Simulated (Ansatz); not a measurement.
Compare A (`FC1=CC(F)(F)C1`) with its isomer B (`FCC#CC(F)F`).

Gas-phase electronic energies from Ansatz, PBE0-D4/def2-TZVP geometries. CCSD(T)/CBS adds triple-zeta CCSD(T) − MP2 to the extrapolated MP2 energy (def2 sets, frozen cores). Functionals use def2-TZVPP.

**Question.** Which isomer does CCSD(T)/CBS put lower? Give the gap. (Estimate.)

**Answer.** The calculation gave: A, by 73.1 kJ/mol.

**Question.** Give E(B) − E(A) in kJ/mol with BLYP-D4, MP2/def2-TZVPP, r2SCAN-D4, PBE0-D4, PBE-D4, CCSD/def2-TZVPP, CCSD(T)/def2-SVP. (Best estimate.)

**Answer.** Ansatz gave: BLYP-D4 54.8, MP2/def2-TZVPP 66.1, r2SCAN-D4 85.1, PBE0-D4 95.6, PBE-D4 87.8, CCSD/def2-TZVPP 68.5, CCSD(T)/def2-SVP 73.1. None reverses the order clearly.

**Question.** Does the order hold for the free energy at 298.15 K (harmonic terms from PBE0-D4)? (Best estimate.)

**Answer.** Ansatz gave: Yes: G(B) − G(A) = +62.2 kJ/mol. Modes under 60 cm⁻¹, often nearly free rotors, make the harmonic entropy too high.

Largest T1 diagnostic: 0.012.

Leaving LDA and LC-ωPBE aside and taking each functional with its dispersion term where it has one, the values spread over 40.7 kJ/mol, from BLYP-D4 to PBE0-D4. LDA lies +32.2 kJ/mol from PBE without D4. The D4 term adds +5.7 kJ/mol with B3LYP and +2.7 kJ/mol with PBE0; it sums over pairs of atoms, weighted by their polarisabilities, and B3LYP, whose exchange is more repulsive, gets the larger term.

B3LYP here is the variant with VWN-RPA as its local correlation; programs differ in this.
